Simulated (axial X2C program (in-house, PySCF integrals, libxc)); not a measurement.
F: configurations by level of theory

Computed with an axial X2C code built on PySCF integrals, basis dyall-v3z (cores contracted in-house), spin-free (one-electron X2C) and two-component (2c, atomic mean-field Coulomb and Gaunt terms). Energies in eV from the lowest row of each column (rows without correlated energies are left out; n/a marks j-coupled starts, which PBE0 does not hold); electrons by l are Mulliken totals of the Hartree–Fock solution, and PBE0 can relax to another configuration under the same block occupation. Coupled cluster uses truncated natural virtuals with an MP2 remainder. Frozen shells in the correlated columns: 1 s.

The low spin-free determinants:

```
electrons by l  M_S, M_L    HF   MP2  PBE0
         s4 p5    1/2, 0  0.00  0.00  0.00
         s4 p5    1/2, 1  0.10  0.01  0.18
```

And the two-component ones:

```json
{"electrons by l": "s4 p5", "2M_J": "3", "HF": "0.10", "MP2": "0.00", "PBE0": "0.16"}
{"electrons by l": "s4 p5", "2M_J": "1", "HF": "0.00", "MP2": "0.01", "PBE0": "0.00"}
{"electrons by l": "s4 p5", "2M_J": "1", "HF": "0.13", "MP2": "0.04", "PBE0": "0.19"}
```

Ground level as tabulated from the NIST Atomic Spectra Database (leading term): 2S+1 = 2, L = 1, J = 3/2.

Spin-free rows of one term, and 2c rows of one J level, should be degenerate; broken spherical symmetry, the missing current term of PBE0 and determinants that mix terms or J levels spread them. The search is wide but not exhaustive and can miss a configuration; gaps between s and d configurations can be off by some tenths of an eV with this basis and core.

The run took 4.2 s on 1 thread of Arm Neoverse V1 (shared host).
